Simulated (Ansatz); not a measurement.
Geometry optimisation, RKS B3LYP/def2-SVP in Ansatz 0.2.0.

The input (input.yaml):

```yaml
crystal:
  periodic: [false, false, false]
  atoms:
    - { symbol: Sn, position_ang: [0.178512, 0.0, -0.054541] }
    - { symbol: Cl, position_ang: [0.333003, 0.0, 2.336485] }
    - { symbol: Cl, position_ang: [2.39062, 0.0, -0.823789] }
    - { symbol: Cl, position_ang: [-0.804017, 1.969948, -0.838157] }
    - { symbol: Cl, position_ang: [-0.804017, -1.969948, -0.838157] }
    - { symbol: Br, position_ang: [-3.339398, 0.0, 1.36402] }
    - { symbol: H, position_ang: [-2.234703, 0.0, 2.38274] }
basis:
  gaussian: { orbitals: def2-SVP }
hamiltonian:
  xc: b3lyp
relax:
  f_tol: 0.03
  max_steps: 50
```

Command:

```bash
$ ansatz run input.yaml --threads 4 --pin off --max-ram 5120MiB --backend cpu --events-out ev --progress --plain --runs-dir out
```

Where does it end, and by what steps?

The forces met the threshold. The force dipped under the threshold on the way, but the program's further checks kept it going. After 16 steps the energy has fallen by 0.126 eV; Br6 moved furthest, 0.87 Å.

| step | energy less start (eV) | largest force component (eV/Å) | accepted |
| --- | --- | --- | --- |
| 0 | 0.0000 | 1.070 | yes |
| 1 | -0.1000 | 0.209 | yes |
| 2 | -0.1144 | 0.071 | yes |
| 3 | -0.1160 | 0.061 | yes |
| 4 | -0.1182 | 0.033 | yes |
| 5 | -0.1151 | 0.563 | no |
| 6 | -0.1215 | 0.046 | yes |
| 7 | -0.1229 | 0.257 | yes |
| 8 | -0.1250 | 0.068 | yes |
| 9 | -0.1258 | 0.005 | yes |
| 10 | -0.1257 | 0.128 | no |
| 11 | -0.1261 | 0.018 | yes |
| 12 | -0.1261 | 0.109 | no |
| 13 | -0.1263 | 0.020 | yes |
| 14 | -0.1264 | 0.039 | yes |
| 15 | -0.1264 | 0.035 | yes |
| 16 | -0.1265 | 0.002 | yes |

```xyz
7
Properties=species:S:1:pos:R:3
Sn 0.400 0.000 -0.211
Cl 0.208 0.000 2.134
Cl 2.672 0.000 -0.757
Cl -0.618 1.917 -1.069
Cl -0.618 -1.917 -1.069
Br -3.853 0.000 2.066
H -2.470 0.000 2.433
```

Time of the run: 99 s on 4 threads of Arm Neoverse N1, on a shared host, peak memory 0.45 GiB.
